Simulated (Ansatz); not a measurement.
`BOCC(F)(F)F` + H₂O → `OCC(F)(F)F` + `BO` at 298.15 K and 1 bar (formal hydrolysis of a C–O bond).

Computed with Ansatz on PBE0-D4/def2-TZVP structures; ΔE is electronic, products minus reactants. CCSD(T)/CBS adds triple-zeta CCSD(T) − MP2 to the extrapolated MP2 energy (def2 sets, frozen cores). This one scheme is used for every species. Each species was taken in one conformer, which may not be the lowest.

| species | CCSD(T)/CBS energy (Eh) | H − E (kJ/mol) | S (J/(mol·K)) |
| --- | --- | --- | --- |
| `BOCC(F)(F)F` | -477.88455 | 204.4 | 350.6 |
| H₂O | -76.37941 | 66.4 | 188.7 |
| `OCC(F)(F)F` | -452.45922 | 169.9 | 320.2 |
| `BO` | -101.80414 | 103.5 | 230.4 |

H − E and S are ideal-gas, rigid-rotor, harmonic terms from PBE0-D4/def2-TZVP, for one conformer and one mirror image of each species. 1 Eh = 2625.50 kJ/mol, R = 8.31446 J/(mol·K).

By hand: ΔE, ΔH, ΔS and ΔG.

ΔE = (-452.45922) + (-101.80414) − (-477.88455) − (-76.37941) = 0.00060 Eh = 1.6 kJ/mol. Δ(H − E) = 169.9 + 103.5 − 204.4 − 66.4 = 2.6, so ΔH = 4.2 kJ/mol. ΔS = 320.2 + 230.4 − 350.6 − 188.7 = 11.3 J/(mol·K). ΔG = 4.2 − 298.15 × (11.3)/1000 = 0.8 kJ/mol.

By hand: the equilibrium constant, and the temperature at which ΔG would vanish if ΔH and ΔS stayed fixed.

log₁₀ K = −ΔG/(RT ln 10) = -0.1. ΔG = 0 at ΔH/ΔS = 372 K, though so small a ΔH makes that figure unsure.

TΔS isn't small against ΔH here. The sign of ΔG lies within the doubt. A doubt of 5 kJ/mol in ΔE shifts log₁₀ K by 0.9 here. Other conformers and mirror images would add mixing entropy, several J/(mol·K) or more a flexible species. These are equilibria of isolated gas molecules and say nothing of rates. Largest T1 diagnostic: 0.014 (customary marks: 0.02 for closed shells, 0.045 for open ones).
